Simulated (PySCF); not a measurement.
Gas-phase reaction: 2 WO2F2 + 4 F → 2 WOF4 + O2

Computed with PySCF and rigid-rotor harmonic-oscillator thermochemistry at 1 bar. † marks an energy on the PBE0/def2-TZVP geometry and frequencies; other levels use their own. Open shells (unrestricted): F (multiplicity 2, electronic degeneracy 6), O2 (multiplicity 3); the rest are closed-shell singlets. Spin-orbit splitting is ignored; it lowers the true energy and changes the entropy of F. W: scalar-relativistic def2 core potential, no spin-orbit coupling. WO2F2: computed as isolated molecules; such fragments, hydroxides, amides, oligomers or adducts are transient or little studied in the gas. The harmonic model lacks anharmonicity and excited electronic states, which grow with temperature; levels with a mode under 35 cm⁻¹ are left out. Soft modes under 120 cm⁻¹ make the harmonic entropy rough for WOF4.

```json
[
 {"level": "PBE/def2-SVP", "ΔE electronic, kJ": "-1343", "ΔH°(298 K), kJ": "-1333", "ΔS°(298 K), J/K": "-396", "ΔG°(800 K), kJ": "-1014"},
 {"level": "PBE/def2-TZVP†", "ΔE electronic, kJ": "-1264", "ΔH°(298 K), kJ": "-1253", "ΔS°(298 K), J/K": "-397", "ΔG°(800 K), kJ": "-933"},
 {"level": "PBE0/def2-QZVP†", "ΔE electronic, kJ": "-1175", "ΔH°(298 K), kJ": "-1164", "ΔS°(298 K), J/K": "-397", "ΔG°(800 K), kJ": "-844"},
 {"level": "PBE0/def2-TZVP", "ΔE electronic, kJ": "-1165", "ΔH°(298 K), kJ": "-1154", "ΔS°(298 K), J/K": "-397", "ΔG°(800 K), kJ": "-834"},
 {"level": "ωB97X-V/def2-TZVP†", "ΔE electronic, kJ": "-1203", "ΔH°(298 K), kJ": "-1192", "ΔS°(298 K), J/K": "-397", "ΔG°(800 K), kJ": "-872"}
]
```
ΔH° is lowest at PBE/def2-SVP and highest at PBE0/def2-TZVP. No reference value is set beside these.
